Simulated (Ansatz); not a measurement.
`N[Si](O)(F)F` + H–F → `N[Si](F)(F)F` + H₂O at 600 K and 1 bar (ligand exchange at the Si–O bond).

Calculated with Ansatz (gas phase, PBE0-D4/def2-TZVP geometries, no zero-point term in ΔE). CCSD(T)/CBS adds triple-zeta CCSD(T) − MP2 to the extrapolated MP2 energy (def2 sets, frozen cores). This one scheme is used for every species. One conformer a species, not always the lowest.

```json
{"species": "`N[Si](O)(F)F`", "CCSD(T)/CBS energy (Eh)": "-620.58997", "H − E (kJ/mol)": "180.0", "S (J/(mol·K))": "408.8"}
{"species": "H–F", "CCSD(T)/CBS energy (Eh)": "-100.39570", "H − E (kJ/mol)": "42.3", "S (J/(mol·K))": "194.0"}
{"species": "`N[Si](F)(F)F`", "CCSD(T)/CBS energy (Eh)": "-644.62042", "H − E (kJ/mol)": "144.7", "S (J/(mol·K))": "401.5"}
{"species": "H₂O", "CCSD(T)/CBS energy (Eh)": "-76.37941", "H − E (kJ/mol)": "76.8", "S (J/(mol·K))": "212.8"}
```

H − E and S are ideal-gas, rigid-rotor, harmonic terms from PBE0-D4/def2-TZVP, for one conformer and one mirror image of each species. 1 Eh = 2625.50 kJ/mol, R = 8.31446 J/(mol·K).

**Question.** By hand: ΔE, ΔH, ΔS and ΔG.

**Answer.** ΔE = (-644.62042) + (-76.37941) − (-620.58997) − (-100.39570) = -0.01416 Eh = -37.2 kJ/mol. Δ(H − E) = 144.7 + 76.8 − 180.0 − 42.3 = -0.8, so ΔH = -38.0 kJ/mol. ΔS = 401.5 + 212.8 − 408.8 − 194.0 = 11.5 J/(mol·K). ΔG = -38.0 − 600 × (11.5)/1000 = -44.9 kJ/mol.

**Question.** By hand: the equilibrium constant, and the temperature at which ΔG would vanish if ΔH and ΔS stayed fixed.

**Answer.** log₁₀ K = −ΔG/(RT ln 10) = 3.9. ΔH and −TΔS have one sign here, so there is no such temperature.

The number of gas molecules stays the same, so ΔS is small and ΔH decides. A doubt of 5 kJ/mol in ΔE shifts log₁₀ K by 0.4 here. Other conformers and mirror images would add mixing entropy, several J/(mol·K) or more a flexible species. These are equilibria of isolated gas molecules and say nothing of rates. Largest T1 diagnostic: 0.011 (customary marks: 0.02 for closed shells, 0.045 for open ones).

ΔS is within the doubt of such terms, so its sign, and with it that verdict, could turn.
